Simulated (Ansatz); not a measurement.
Basis-set extrapolation for C8H14O2 (`CC(=O)OC1CCCCC1`) (PBE0-D4/def2-TZVP geometry, frozen core, the Gaussian-basis code of Ansatz). Multiplicity 1, RHF reference.

|  | def2-TZVPP | def2-QZVPP |
| --- | --- | --- |
| HF | -461.024279 | -461.045007 |
| MP2 correlation | -1.816437 | -1.938461 |
| CCSD(T) correlation | -1.963823 | not run |

Energies in hartree. Use E(X) = E(∞) + A·exp(−7.88·√X) for Hartree–Fock and E(X) = E(∞) + B·X^(−2.97) for correlation, with X = 3 and 4, and add CCSD(T) minus MP2 of the smaller set to the MP2 limit.

What is the CCSD(T) energy at the basis-set limit?

HF limit: -461.045007 + (-0.020728) × 0.13774 = -461.04786. MP2 limit: -1.938461 + (-0.122024) × 0.74074 = -2.02885. Higher-order term: -1.963823 − (-1.816437) = -0.14739. Total: -463.22410 hartree, 6.42 eV below CCSD(T)/def2-TZVPP.
